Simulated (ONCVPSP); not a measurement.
**Plane-wave convergence, ONCV potential for Sn (Z = 50)**

| Item | Value |
| --- | --- |
| Element | tin |
| Generator | ONCVPSP 4.0.1 |
| Type | optimised norm-conserving Vanderbilt (ONCV) |
| Functional | PBEsol |
| Relativity | scalar-relativistic |
| Frozen core | [Ar] 3d10 |
| Valence charge | 22 |
| Reference configuration | 4s2 4p6 4d10 5s2 5p1.75 (charge +0.25) |
| Partial waves | 4s+5s: rc 1.45 bohr, ncon 4, nbas 9, qcut 6.7 1/bohr, 2 projectors; 4p+5p: rc 1.25 bohr, ncon 4, nbas 8, qcut 11.5 1/bohr, 2 projectors; 4d: rc 1.05 bohr, ncon 3, nbas 7, qcut 7.9 1/bohr, 2 projectors, debl 2.1 Ha |
| Local potential | polynomial inside 1.05 bohr (lpopt 3, dvloc0 5.5 Ha) |
| Core correction | none |

**Question.** For each optimised wave give the share of its norm inside rc, the residual kinetic energy above qcut (Ha) and the cutoffs (Ha) for errors of 10, 1, 0.1 and 0.01 mHa per electron.

**Answer.**

```json
{"wave": "4s", "norm inside rc": "0.975", "residual KE": "1.5e-04", "10 mHa": "8.6", "1 mHa": "16.4", "0.1 mHa": "31.4", "0.01 mHa": "112.1"}
{"wave": "5s", "norm inside rc": "0.103", "residual KE": "3.6e-04", "10 mHa": "7.9", "1 mHa": "18.9", "0.1 mHa": "42.2", "0.01 mHa": "137.4"}
{"wave": "4p", "norm inside rc": "0.876", "residual KE": "6.5e-07", "10 mHa": "27.0", "1 mHa": "43.2", "0.1 mHa": "52.2", "0.01 mHa": "58.8"}
{"wave": "5p", "norm inside rc": "0.030", "residual KE": "3.3e-07", "10 mHa": "13.8", "1 mHa": "32.3", "0.1 mHa": "46.8", "0.01 mHa": "55.9"}
{"wave": "4d", "norm inside rc": "0.521", "residual KE": "1.3e-02", "10 mHa": "32.0", "1 mHa": "136.9", "0.1 mHa": "221.0", "0.01 mHa": "not reached"}
{"wave": "d projector 2", "norm inside rc": "0.096", "residual KE": "5.7e-03", "10 mHa": "29.1", "1 mHa": "38.9", "0.1 mHa": "129.7", "0.01 mHa": "288.8"}
```

The occupied waves need 137 Ha and 221 Ha for 1 and 0.1 mHa.
